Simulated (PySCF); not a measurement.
Delta-SCF ions had no search for a lower state. Excitations are Tamm–Dancoff values on a coarser integration grid. The basis has no diffuse functions, so Rydberg states are missing or too high.

Cartesian coordinates (Å):
SMILES: N#CB
```xyz
5

B     -0.6148     0.0071    -0.1547
C      0.9149    -0.0120    -0.0685
N      2.0622    -0.0242    -0.0008
H     -1.2259    -0.8144     0.4348
H     -1.1360     0.8424    -0.8076
```
Charge 0, spin multiplicity 1.

Task: What HOMO, total energy, S1 excitation (TDA), S1–T1 gap (TDA) and vertical ionisation energy (Delta-SCF) does PBE-D3(BJ)/def2-TZVP // M06-2X/def2-TZVP in PySCF give?

Result: 
```json
{
  "HOMO": "-8.43 eV",
  "total_energy": "-118.7526 Ha",
  "S1 excitation (TDA)": "4.18 eV",
  "S1–T1 gap (TDA)": "0.41 eV",
  "vertical ionisation energy (Delta-SCF)": "12.12 eV"
}
```
